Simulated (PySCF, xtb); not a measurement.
C2H9NOSi, SMILES CC[Si@@H](N)O.

GFN2-xTB run with xtb at its own geometry gives an orbital gap of 6.75 eV and a dipole moment of 1.12 D.

Geometry optimised at PBE0-D3(BJ)/def2-SVP. The structure was generated by enumeration; whether it is a known compound was not checked. Other conformers were not sampled.

Task: What does PBE/def2-TZVP (PySCF) give? (Estimate from the structure and the level; the computed values follow.)

Result: gap 6.20 eV (levels -6.16 and 0.04 eV), dipole 0.57 D.
